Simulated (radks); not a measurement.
The numbers below are computed, except where a source is named.
Dipole-allowed excitations along the series with 2 electrons in [He]. Level of theory: scalar-relativistic Kohn-Sham, LB94 model potential, spin-polarised, spherical densities, finite nucleus; Fermi nuclear charge, rms radius of each element as measured or else 0.836 A^(1/3) + 0.57 fm (a radial shooting solver on a logarithmic mesh with Libxc functionals). Time-dependent linear response with the Hartree and adiabatic LDA kernel, continuum included through the Sternheimer equations, no spin-orbit coupling, so fine structure and intercombination lines are absent. Lines are the poles of the dipole polarisability below minus the highest occupied eigenvalue, found on a grid refined at the orbital gaps; the lowest seven at most are given, and weak or close lines can be missed. The first line takes the name of the lowest orbital gap if no other gap lies below it; otherwise a line is named after a gap within 0.6 % of it, if that gap stands alone.

species  -e(HOMO) (eV)  lowest orbital gap (eV)  first line (eV)      f  static alpha (bohr^3)  measured (eV)
Li+             72.208             1s-2p 60.522   60.614 (1s-2p)  0.426                 0.1984   1s-2p 62.216
Be2+            148.33             1s-2p 120.48   120.81 (1s-2p)  0.529                0.05388              -
B3+             251.62             1s-2p 200.82   201.44 (1s-2p)  0.590                0.02018              -
C4+             382.13             1s-2p 301.58   302.51 (1s-2p)  0.630               0.009177              -
N5+             539.88             1s-2p 422.80   424.06 (1s-2p)  0.659               0.004751              -

Measured values: term averages from the NIST Handbook of Basic Atomic Spectroscopic Data.
